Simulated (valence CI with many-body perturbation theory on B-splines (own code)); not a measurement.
The numbers below are computed, except where a source is named.
**Energy levels of Ir LXXI**

Level of theory: relativistic CI+MBPT: five valence electrons over a frozen Dirac-Fock core [He], radial functions for each j: 11 s, 11 p, 10 d, 8 f, 5 g, 2 h, with the one-electron correlation potential Σ1, the two-electron term Σ2, the three-electron term Σ3, Breit, model QED; selected CI, second order for the rest, scaled by the run's own slope (own B-spline code, finite nucleus).

No measured spectrum was set against this ion. As an estimate, large intervals hold to a few tenths of a per cent, small ones and those within an open d or f shell to about a per cent. Among the levels kept, up to 7600 cm⁻¹ of a level comes from second order outside the variational space, and about a tenth of that is noise between levels of different J, which matters for small intervals.

Levels 1 to 45 of 202, with energies above the lowest level, (2s^2 2p1/2^2 2p3/2) J=3/2. "Leading %" is the weight of the configuration and term that name the level; weights of strongly mixed levels are sums over their largest components and can fall short, so below about 35 % the name and the second component can differ from the true leading terms, or belong to a minority configuration. In the jj column 3d3/2^4 stands for four electrons in 3d with j = 3/2.

| No. | Configuration | Term | J | E (× 10³ cm⁻¹) | Leading % | Leading jj | g | Second component |
| --- | --- | --- | --- | --- | --- | --- | --- | --- |
| 1 | 2s²2p³ | ²P° | 3/2 | 0.00 | 49 | 2s^2 2p1/2^2 2p3/2 (100 %) | 1.307 | 27 % 2s²2p³ ²D° |
| 2 | 2s²2p³ | ⁴S° | 3/2 | 13487 | 55 | 2s^2 2p1/2 2p3/2^2 (100 %) | 1.431 | 44 % 2s²2p³ ²D° |
| 3 | 2s²2p³ | ²D° | 5/2 | 13674 | 100 | 2s^2 2p1/2 2p3/2^2 (100 %) | 1.158 |  |
| 4 | 2s²2p³ | ²P° | 1/2 | 14129 | 100 | 2s^2 2p1/2 2p3/2^2 (100 %) | 0.611 |  |
| 5 | 2s2p⁴ | ⁴P | 5/2 | 16466 | 70 | 2s 2p1/2^2 2p3/2^2 (100 %) | 1.437 | 30 % 2s2p⁴ ²D |
| 6 | 2s2p⁴ | ²S | 1/2 | 17373 | 65 | 2s 2p1/2^2 2p3/2^2 (100 %) | 1.984 | 25 % 2s2p⁴ ⁴P |
| 7 | 2s2p⁴ | ²P | 3/2 | 17382 | 52 | 2s 2p1/2^2 2p3/2^2 (100 %) | 1.166 | 35 % 2s2p⁴ ²D |
| 8 | 2s²2p³ | ²P° | 3/2 | 27649 | 51 | 2s^2 2p3/2^3 (99 %) | 1.284 | 28 % 2s²2p³ ²D° |
| 9 | 2s2p⁴ | ⁴P | 3/2 | 30192 | 86 | 2s 2p1/2 2p3/2^3 (100 %) | 1.584 | 10 % 2s2p⁴ ²D |
| 10 | 2s2p⁴ | ²D | 5/2 | 30531 | 70 | 2s 2p1/2 2p3/2^3 (100 %) | 1.278 | 30 % 2s2p⁴ ⁴P |
| 11 | 2s2p⁴ | ²P | 1/2 | 31099 | 65 | 2s 2p1/2 2p3/2^3 (100 %) | 1.337 | 35 % 2s2p⁴ ⁴P |
| 12 | 2s2p⁴ | ²D | 3/2 | 31160 | 55 | 2s 2p1/2 2p3/2^3 (100 %) | 1.000 | 44 % 2s2p⁴ ²P |
| 13 | 2p⁵ | ²P° | 3/2 | 34446 | 99 | 2p1/2^2 2p3/2^3 (99 %) | 1.295 |  |
| 14 | 2s2p⁴ | ⁴P | 1/2 | 44745 | 40 | 2s 2p3/2^4 (100 %) | 1.883 | 35 % 2s2p⁴ ²S |
| 15 | 2p⁵ | ²P° | 1/2 | 48190 | 100 | 2p1/2 2p3/2^4 (100 %) | 0.611 |  |
| 16 | 2s²2p²3s | ⁴P | 1/2 | 76955 | 46 | 2s^2 2p1/2^2 3s (100 %) | 1.987 | 32 % 2s²2p²3s ²S |
| 17 | 2s²2p²3p | ²P° | 1/2 | 77860 | 47 | 2s^2 2p1/2^2 3p1/2 (100 %) | 0.643 | 38 % 2s²2p²3p ⁴D° |
| 18 | 2s²2p²3p | ²P° | 3/2 | 81968 | 35 | 2s^2 2p1/2^2 3p3/2 (100 %) | 1.319 | 20 % 2s²2p²3p ⁴D° |
| 19 | 2s²2p²3d | ²D | 3/2 | 82732 | 43 | 2s^2 2p1/2^2 3d3/2 (100 %) | 0.781 | 32 % 2s²2p²3d ⁴F |
| 20 | 2s²2p²3d | ²D | 5/2 | 83851 | 37 | 2s^2 2p1/2^2 3d5/2 (100 %) | 1.186 | 18 % 2s²2p²3d ⁴D |
| 21 | 2s²2p²3s | ⁴P | 3/2 | 90586 | 88 | 2s^2 2p1/2 2p3/2 3s (100 %) | 1.649 | 10 % 2s²2p²3s ²P |
| 22 | 2s²2p²3s | ²P | 1/2 | 90673 | 67 | 2s^2 2p1/2 2p3/2 3s (100 %) | 1.290 | 33 % 2s²2p²3s ⁴P |
| 23 | 2s²2p²3s | ²D | 5/2 | 90744 | 65 | 2s^2 2p1/2 2p3/2 3s (100 %) | 1.300 | 35 % 2s²2p²3s ⁴P |
| 24 | 2s²2p²3s | ²D | 3/2 | 90803 | 64 | 2s^2 2p1/2 2p3/2 3s (100 %) | 0.946 | 35 % 2s²2p²3s ²P |
| 25 | 2s²2p²3p | ⁴P° | 1/2 | 91478 | 49 | 2s^2 2p1/2 2p3/2 3p1/2 (100 %) | 1.727 | 28 % 2s²2p²3p ⁴D° |
| 26 | 2s²2p²3p | ⁴D° | 3/2 | 91528 | 55 | 2s^2 2p1/2 2p3/2 3p1/2 (100 %) | 1.121 | 23 % 2s²2p²3p ²D° |
| 27 | 2s²2p²3p | ²F° | 5/2 | 91634 | 50 | 2s^2 2p1/2 2p3/2 3p1/2 (100 %) | 1.036 | 30 % 2s²2p²3p ²D° |
| 28 | 2s²2p²3p | ²P° | 3/2 | 92002 | 43 | 2s^2 2p1/2 2p3/2 3p1/2 (99 %) | 1.298 | 25 % 2s²2p²3p ²D° |
| 29 | 2s2p³3s | ⁴P° | 5/2 | 93211 | 48 | 2s 2p1/2^2 2p3/2 3s (99 %) | 1.582 | 26 % 2s2p³3s ⁶S° |
| 30 | 2s2p³3s | ²P° | 3/2 | 93461 | 35 | 2s 2p1/2^2 2p3/2 3s (99 %) | 1.416 | 24 % 2s2p³3s ⁴S° |
| 31 | 2s2p³3s | ²P° | 1/2 | 94031 | 42 | 2s 2p1/2^2 2p3/2 3s (99 %) | 0.825 | 30 % 2s2p³3s ⁴D° |
| 32 | 2s2p³3s | ²P° | 3/2 | 94111 | 39 | 2s 2p1/2^2 2p3/2 3s (99 %) | 1.367 | 20 % 2s2p³3s ⁴S° |
| 33 | 2s2p³3p | ⁴P | 3/2 | 94199 | 30 | 2s 2p1/2^2 2p3/2 3p1/2 (100 %) | 1.651 | 20 % 2s2p³3p ⁶P |
| 34 | 2s2p³3p | ²D | 5/2 | 94204 | 26 | 2s 2p1/2^2 2p3/2 3p1/2 (99 %) | 1.320 | 19 % 2s2p³3p ⁴D |
| 35 | 2s2p³3p | ²P | 1/2 | 94940 | 36 | 2s 2p1/2^2 2p3/2 3p1/2 (99 %) | 1.256 | 18 % 2s2p³3p ⁴P |
| 36 | 2s2p³3p | ²D | 3/2 | 94951 | 35 | 2s 2p1/2^2 2p3/2 3p1/2 (99 %) | 0.957 | 21 % 2s2p³3p ⁴F |
| 37 | 2s²2p²3p | ⁴D° | 5/2 | 95512 | 52 | 2s^2 2p1/2 2p3/2 3p3/2 (99 %) | 1.403 | 34 % 2s²2p²3p ⁴P° |
| 38 | 2s²2p²3p | ²P° | 1/2 | 95549 | 37 | 2s^2 2p1/2 2p3/2 3p3/2 (99 %) | 1.548 | 30 % 2s²2p²3p ⁴P° |
| 39 | 2s²2p²3p | ²D° | 3/2 | 95589 | 53 | 2s^2 2p1/2 2p3/2 3p3/2 (100 %) | 1.119 | 20 % 2s²2p²3p ⁴P° |
| 40 | 2s²2p²3p | ²F° | 7/2 | 95640 | 65 | 2s^2 2p1/2 2p3/2 3p3/2 (100 %) | 1.211 | 35 % 2s²2p²3p ⁴D° |
| 41 | 2s²2p²3p | ⁴S° | 3/2 | 95820 | 32 | 2s^2 2p1/2 2p3/2 3p3/2 (99 %) | 1.406 | 30 % 2s²2p²3p ²P° |
| 42 | 2s²2p²3p | ²D° | 5/2 | 95888 | 66 | 2s^2 2p1/2 2p3/2 3p3/2 (100 %) | 1.170 | 15 % 2s²2p²3p ²F° |
| 43 | 2s²2p²3p | ²P° | 1/2 | 96089 | 87 | 2s^2 2p1/2 2p3/2 3p3/2 (99 %) | 0.624 | 7 % 2s²2p²3p ⁴D° |
| 44 | 2s²2p²3d | ⁴F | 3/2 | 96388 | 43 | 2s^2 2p1/2 2p3/2 3d3/2 (100 %) | 0.918 | 26 % 2s²2p²3d ²P |
| 45 | 2s²2p²3d | ⁴F | 5/2 | 96397 | 53 | 2s^2 2p1/2 2p3/2 3d3/2 (100 %) | 0.951 | 38 % 2s²2p²3d ²F |

The ionisation energy to 2s²2p² ³P0 of the next ion comes out as 18125 eV (NIST: 18120 ± 60 eV (theoretical)). All 202 levels together are meant to be complete up to 116260 × 10³ cm⁻¹.
